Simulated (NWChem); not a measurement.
# C2H7FOSi; SMILES CCO[SiH2]F

```xyz
12

Si     0.5330     1.2056    -0.1095
F     -0.8178     2.0677     0.1487
O      0.3215    -0.3579     0.3526
C     -0.4864    -1.3182    -0.2968
C     -0.0610    -2.7054     0.1211
H      0.8073     1.2899    -1.5710
H      1.6100     1.7616     0.7403
H     -0.4065    -1.2085    -1.3960
H     -1.5454    -1.1461    -0.0329
H     -0.1524    -2.8236     1.2109
H     -0.6897    -3.4660    -0.3659
H      0.9877    -2.8897    -0.1559
```
Atoms are numbered in this order, from 1.

All runs: NWChem. Pople sets run with spherical d functions. Geometry: optimised at PBE0/def2-SVP. No frequency run checked for a minimum.

For level LC-BLYP (range parameter 0.33 per bohr)/6-31G*:

```yaml
highest occupied level (eV): -10.57
orbital gap (eV): 13.67
```

Estimate the same quantities for level PW6B95/6-31G*.


- highest occupied level (eV): -8.50
- orbital gap (eV): 9.74
